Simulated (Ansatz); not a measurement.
The cluster Ge3O3, relaxed as a singlet with RKS r2SCAN-D4/def2-SVP in Ansatz, starting from the GFN1-xTB geometry. Force threshold 0.02 eV/Å.

The restricted singlet is unstable towards broken spin symmetry in Hartree–Fock (as tested in another run); at r2SCAN-D4/def2-SVP this wasn't settled. Another isomer (singlet) lies 4.12 eV lower at PBE0-D4/def2-TZVP; other spin states weren't run for this one.

Start:

```csv
atom,x (Å),y (Å),z (Å)
Ge1,-0.975,-0.284,0.793
Ge2,0.336,1.820,0.966
Ge3,0.402,-1.046,-1.156
O4,1.390,-2.272,-0.802
O5,-2.517,0.106,0.476
O6,1.365,1.675,-0.277
```

Estimate the energy that the relaxation releases and the steps that it takes.

26.5 kcal/mol, in 18 steps; 45 s on 4 threads of Arm Neoverse V1 on a shared host. No frequencies were taken in this run, so the end may be a saddle point.

Does the start keep its bonding?

Bonds formed: Ge3–O6 (atoms count from 1).

Predict the relaxed structure.


```xyz
6

Ge   -1.460    0.327    0.578
Ge    0.694    2.021    0.810
Ge    0.627   -0.910   -0.621
O     1.655   -1.944   -1.367
O    -2.991   -0.250    0.663
O     1.475    0.756   -0.063
```
Bond lengths: 4 × Ge–O 1.64 to 1.95 Å; 2 × Ge–Ge 2.71 to 2.75 Å.
